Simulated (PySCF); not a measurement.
H₇BSi₂ (SMILES [SiH3]B[SiH3]), singlet, geometry from GFN2-xTB. Base run: CCSD(T)/cc-pVDZ in PySCF.

The PySCF input:
```python
from pyscf import gto, scf, cc

mol = gto.Mole()
mol.atom = '''
    B    -0.53881916   -0.42376243   -0.39922151
    H    -1.29915208   -1.06948163   -1.02229106
    Si   -0.50989329    1.51893592   -0.68193225
    H     0.69813883    1.93285631   -1.41822402
    H    -0.49957545    2.29606250    0.56892354
    H    -1.63120384    2.07956562   -1.45491237
    Si    0.67340646   -1.38055700    0.81395148
    H     1.37715852   -0.55187919    1.80548217
    H     1.73826212   -2.06879737    0.06145749
    H     0.02128332   -2.43681887    1.60740271
'''
mol.basis = 'cc-pvdz'
mol.verbose = 4
mol.max_memory = 1800
mol.build()

mf = scf.RHF(mol)
mf.kernel()

mycc = cc.CCSD(mf, frozen=11)
mycc.kernel()
et = mycc.ccsd_t()
print('E(CCSD(T)) = %.10f' % (mycc.e_tot + et))
```

Each row names what was changed in the base input (with any setting that the change needs).

```
change         ΔE vs base (mEh)  MP2 correlation (Eh)  CC correlation without the perturbative part (Eh)  basis functions
-------------  ----------------  --------------------  -------------------------------------------------  ---------------
base                      0.000              -0.28962                                           -0.35630               85
method = cisd            53.711                     -                                                  -               85
method = ccsd             8.801              -0.28962                                           -0.35630               85
method = mp2             75.474              -0.28962                                                  -               85
```
